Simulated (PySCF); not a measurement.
Species: MnI2 (sextet state).
Z-matrix (Å and degrees, PBE0-D3(BJ)/def2-SVP geometry), rows numbered from 1:
```
Mn
I   1  2.5322
I   1  2.5324  2  179.60
```

Computed, not measured: PBE0-D3(BJ)/def2-SVP geometry optimisation, gas phase, def2 core potentials past Kr (PySCF).

Take the most abundant isotopes and a rigid rotor. 

(1) What are the moment of inertia and the rotational constant?

Answers

(1) I = 1627.514 u·Å², B = 505379 MHz·u·Å²/I = 310.5 MHz (0.0104 cm⁻¹, or 0.015 K as hB/k).

If the electronic state has orbital angular momentum about the axis (Π, Δ; not determined here), the simple ladder of levels BJ(J+1) doesn't apply.

Whether it is a minimum is left open (no frequencies). ⟨S²⟩ = 8.770 (exact for a sextet: 8.75). Constants of a rigid frame at the computed geometry: no zero-point averaging, no centrifugal distortion.

Hardware: one thread, Arm Neoverse V1, no GPU (shared host). Cost: 56 s wall. These figures are those of the optimisation.

For an open-shell metal species like this, the optimisation's SCF solution wasn't tested for stability and no frequencies at its level were run, so a lower state or another shape may exist.
